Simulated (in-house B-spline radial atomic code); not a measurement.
## Ionising Ag⁷⁺ with different functionals

Computed with an all-electron radial atomic-structure program (B-spline basis): four-component Dirac-Coulomb Hamiltonian, Fermi nucleus of rms radius 4.5454 fm, spin-restricted, spherical fractional occupations for the functionals. The ionisation energy is the difference of two self-consistent energies, [Kr] 4d4 → [Kr] 4d3, without Breit or QED terms; ε is the level of the shell that loses the electron (mean over j). The electron is taken from both j subshells in proportion to 2j + 1, so the result is a j average, not the step between ground levels.

Hybrids are left out here: with spherical fractional occupations of an open shell their exact exchange keeps a self-interaction that integer-occupation calculations don't have.

```csv
method,rung,ΔSCF (eV),-ε(4d) (eV)
LDA VWN5,LDA,124.89,114.91
relativistic LDA,LDA,124.91,114.93
LDA PW92,LDA,124.89,114.90
LDA exchange-only,LDA,122.97,113.01
PBE,GGA,124.72,114.74
PBEsol,GGA,?,?
BLYP,GGA,124.52,114.54
RPBE,GGA,124.69,114.71
PW91,GGA,124.82,114.84
BP86,GGA,?,?
AM05,GGA,124.70,114.72
OLYP,GGA,125.18,115.17
```

Problem. What does BP86 give?

Solution. ΔSCF 124.77 eV, and -ε(4d) = 114.79 eV.

Problem. What does PBEsol give?

Solution. ΔSCF 124.68 eV, and -ε(4d) = 114.70 eV.

Problem. How do they compare with the NIST value?

Solution. NIST lists 125 eV ± 2.1 (tabulated theory, ground level to ground level). Errors run from -2.03 to +0.18 eV; all lie within about twice that uncertainty, so the table can't rank the methods.
